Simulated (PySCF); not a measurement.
**Polarisability and C₆ of Cu(23+) (copper, charge +23)**

[He] 2s2 2p2, high-spin 3P determinant. Computed with PySCF 2.14 in an uncontracted even-tempered set (19 s from 5.5 bohr⁻², ratio 2.2; 11 p from 7.2 bohr⁻², ratio 2.2; 6 d from 30 bohr⁻², ratio 2.4; 5 f from 45 bohr⁻², ratio 2.4; 4 g from 68 bohr⁻², ratio 2.4), with scalar relativity by spin-free X2C-1e. Coupled (time-dependent) response in atomic units; α is the mean over directions.

```
method  mean α (bohr³)                  α xx, yy, zz  C₆ (like pair)      S(−4)
   UHF        0.008045  0.009913, 0.007111, 0.007111       0.0002801  0.0004174
  PBE0        0.007826  0.009787, 0.006845, 0.006845       0.0002702  0.0003893
```

S(−4) is the Cauchy moment in α(ω) = α(0) + S(−4) ω² + …

α(iu) at PBE0:

| u (hartree) | α(iu) (bohr³) |
| --- | --- |
| 0 | 0.007825 |
| 0.600 | 0.007688 |
| 1.20 | 0.007309 |
| 2.40 | 0.006147 |
| 3.60 | 0.004939 |
| 4.80 | 0.003960 |
| 6.00 | 0.003235 |
| 9.00 | 0.002180 |
| 12.0 | 0.001674 |
| 18.0 | 0.001226 |
| 30.0 | 0.0008913 |

A single London oscillator, α(iu) = α/(1 + u²/ω²), gives C₆ = (3/4) ω α². Matching the computed C₆ needs ω = 4 × 0.0002702 / (3 × 0.007826²) = 5.88 hartree.

For an ion, C₆ is the dispersion term alone; charge-induced terms of lower order in 1/R come first.

The components differ because the open shell of this determinant is not spherical; for a pure term their mean is the scalar polarisability.
